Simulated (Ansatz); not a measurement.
Spectroscopic constants of SF, multiplicity 2 (the spin of the measured ground state).

Constants: fifth-degree fit in 1/R to seven points, most abundant isotopes. Runs in def2 and cc sets follow the lowest solution found near the PBE0 minimum.

Cores are frozen in the correlated methods. CBS: X⁻³ extrapolation of the correlation energy, Hartree–Fock from the larger set.

Run with Ansatz (a first-principles code) with Gaussian orbitals. Each number belongs to the level named beside it.

Quantity: ω_e, from seven points a level.

Costs are ratios of core time to PBE/def2-TZVPP (roughly 7 s), for whole runs (searches for the state included, and forces where a run took them) on one shared machine, so rough; each error counts from the measured 837.64 cm⁻¹ [Irikura, J. Phys. Chem. Ref. Data 36, 389 (2007)].

| level | basis functions | cost | error (cm⁻¹) |
|---|---|---|---|
| PBE/def2-TZVPP | 73 | ×1 | -33 |
| BHLYP/def2-TZVPP | 73 | ×1 | 48 |
| B3LYP/def2-TZVPP | 73 | ×1 | -10 |
| CAM-B3LYP/def2-TZVPP | 73 | ×1 | 22 |
| r2SCAN/def2-TZVPP | 73 | ×2 | 0 |
| wB97M-V/def2-TZVPP | 73 | ×3 | 25 |
| CCSD(T)/def2-TZVPP | 73 | ×4 | 3 |
| CCSD(T)/aug-cc-pV(T+d)Z | 101 | ×10 | -9 |
| CCSD(T)/def2-QZVPP | 127 | ×20 | 3 |
| CCSD(T)/CBS(def2-TZVPP, def2-QZVPP) | - | ×20 | 5 |
| CCSD(T)/aug-cc-pV(Q+d)Z | 169 | ×30 | 2 |
| CCSD(T)/CBS(aug-cc-pV(T+d)Z, aug-cc-pV(Q+d)Z) | - | ×40 | 7 |

The cheapest listed level whose error stays within 8 cm⁻¹: r2SCAN/def2-TZVPP (0 cm⁻¹, cost ×2).

What the step from CCSD(T)/aug-cc-pV(T+d)Z to CCSD(T)/aug-cc-pV(Q+d)Z costs and buys: 101 to 169 functions, cost ×3 (rough); the error goes from -9 to 2 cm⁻¹.
